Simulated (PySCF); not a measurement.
bismuth atom (Bi), quartet (core potentials on Bi); HF/def2-TZVP run with PySCF.

Input for PySCF:
```python
from pyscf import gto, scf

mol = gto.Mole()
mol.atom = '''
    Bi    0.00000000    0.00000000    0.00000000
'''
mol.basis = 'def2-tzvp'
mol.ecp = {'Bi': 'def2-tzvp'}
mol.spin = 3
mol.verbose = 4
mol.build()

mf = scf.UHF(mol)
mf.kernel()
```

Output, abridged:

```
PySCF version 2.14.0

[INPUT] verbose = 4
[INPUT] num. atoms = 1
[INPUT] num. electrons = 23
[INPUT] charge = 0
[INPUT] spin (= nelec alpha-beta = 2S) = 3
[INPUT] symmetry False subgroup None
[INPUT] Mole.unit = angstrom
[INPUT] Symbol           X                Y                Z      unit          X                Y                Z       unit  Magmom
[INPUT]  1 Bi     0.000000000000   0.000000000000   0.000000000000 AA    0.000000000000   0.000000000000   0.000000000000 Bohr   0.0

nuclear repulsion = 0
number of shells = 16
number of NR pGTOs = 91
number of NR cGTOs = 50
basis = def2-tzvp
ecp = {'Bi': 'def2-tzvp'}

******** <class 'pyscf.scf.uhf.UHF'> ********
method = UHF
initial guess = minao
damping factor = 0
level_shift factor = 0
DIIS = <class 'pyscf.scf.diis.CDIIS'>
diis_start_cycle = 1
diis_space = 8
diis_damp = 0
SCF conv_tol = 1e-09
SCF conv_tol_grad = None
SCF max_cycles = 50
direct_scf = True
direct_scf_tol = 1e-13
number electrons alpha = 13  beta = 10
Set gradient conv threshold to 3.16228e-05
init E= -178.268572482383

cycle= 1 E= -213.183236173632  delta_E= -34.9  |g|= 1.31  |ddm|= 8.03
cycle= 2 E= -213.537143038598  delta_E= -0.354  |g|= 0.477  |ddm|= 2.56
cycle= 3 E= -213.592568303203  delta_E= -0.0554  |g|= 0.0499  |ddm|= 0.634
cycle= 4 E= -213.593698158573  delta_E= -0.00113  |g|= 0.00785  |ddm|= 0.112
cycle= 5 E= -213.593782525681  delta_E= -8.44e-05  |g|= 0.00109  |ddm|= 0.0538
cycle= 6 E= -213.593784047969  delta_E= -1.52e-06  |g|= 0.000145  |ddm|= 0.0082
cycle= 7 E= -213.593784068979  delta_E= -2.1e-08  |g|= 1.22e-05  |ddm|= 0.000905
cycle= 8 E= -213.593784069084  delta_E= -1.05e-10  |g|= 1.73e-06  |ddm|= 3.44e-05
Extra cycle  E= -213.593784069087  delta_E= -3.1e-12  |g|= 6.02e-07  |ddm|= 6.92e-06
converged SCF energy = -213.593784069087  <S^2> = 3.7564872  2S+1 = 4.0032423
```
